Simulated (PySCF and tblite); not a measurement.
Values are calculated unless marked as measured or tabulated.
System: C₅H₁₁NS, numbered as in [CH3:1][CH2:2][N:3]([CH3:4])[C:5]([CH3:6])=[S:7].

Motion: rotation about the C2–N3 bond (torsion C1–C2–N3–C4 from -80° to -280°, falling). GFN2-xTB gives an electronic barrier of 7.9 kcal/mol.

Question: What does PBE0/pcSseg-1 + D3(BJ) give on GFN2-xTB geometries?

Answer: A barrier of 11.1 kcal/mol, 3.2 above the tight-binding barrier (from unrounded values) and, with GFN2-xTB thermal terms, ΔG‡(298 K) = 11.9 kcal/mol and k = 1.2×10⁴ s⁻¹ (1 equivalent path).

Programs: tblite and PySCF.
